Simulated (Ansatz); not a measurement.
`C[Si]1([SiH3])BO1`. Charge 0, multiplicity 1. The geometry is a stationary point of PBE0-D4/def2-TZVP.

```xyz
12

C     1.251   -0.985   -0.926
Si    0.329    0.239    0.140
Si   -1.834   -0.447    0.693
B     1.001    1.971    0.564
O     0.310    1.852   -0.578
H     1.417   -1.913   -0.371
H     0.679   -1.231   -1.825
H     2.222   -0.587   -1.225
H    -2.616   -0.825   -0.517
H    -2.540    0.647    1.409
H    -1.755   -1.637    1.584
H     1.537    2.916    1.052
```

**Question.** What is the dipole moment at ωB97M-V/def2-TZVPP? (Estimate.)

**Answer.** Computed: 1.64 D, with components (0.53, -1.54, 0.13) D in this frame, pointing from negative to positive charge.

**Question.** And with PBE, r2SCAN, B3LYP? (Estimate.)

**Answer.** Ansatz gave: PBE 1.50 D, r2SCAN 1.52 D, B3LYP 1.61 D.

**Question.** Give the Mulliken charges with ωB97M-V, PBE, r2SCAN in def2-TZVPP. (Estimate.)

**Answer.** Ansatz gave: 
```json
{"atom": "C1", "ωB97M-V": "-0.42", "PBE": "-0.37", "r2SCAN": "-0.31"}
{"atom": "Si2", "ωB97M-V": "0.27", "PBE": "0.29", "r2SCAN": "0.35"}
{"atom": "Si3", "ωB97M-V": "0.03", "PBE": "0.06", "r2SCAN": "0.13"}
{"atom": "B4", "ωB97M-V": "0.01", "PBE": "0.00", "r2SCAN": "0.05"}
{"atom": "O5", "ωB97M-V": "-0.29", "PBE": "-0.22", "r2SCAN": "-0.29"}
{"atom": "H6", "ωB97M-V": "0.12", "PBE": "0.11", "r2SCAN": "0.08"}
{"atom": "H7", "ωB97M-V": "0.13", "PBE": "0.11", "r2SCAN": "0.08"}
{"atom": "H8", "ωB97M-V": "0.12", "PBE": "0.11", "r2SCAN": "0.08"}
{"atom": "H9", "ωB97M-V": "-0.02", "PBE": "-0.04", "r2SCAN": "-0.06"}
{"atom": "H10", "ωB97M-V": "-0.01", "PBE": "-0.04", "r2SCAN": "-0.06"}
{"atom": "H11", "ωB97M-V": "-0.02", "PBE": "-0.04", "r2SCAN": "-0.06"}
{"atom": "H12", "ωB97M-V": "0.09", "PBE": "0.02", "r2SCAN": "0.01"}
```

B3LYP here is the variant with VWN-RPA as its local correlation; programs differ in this.
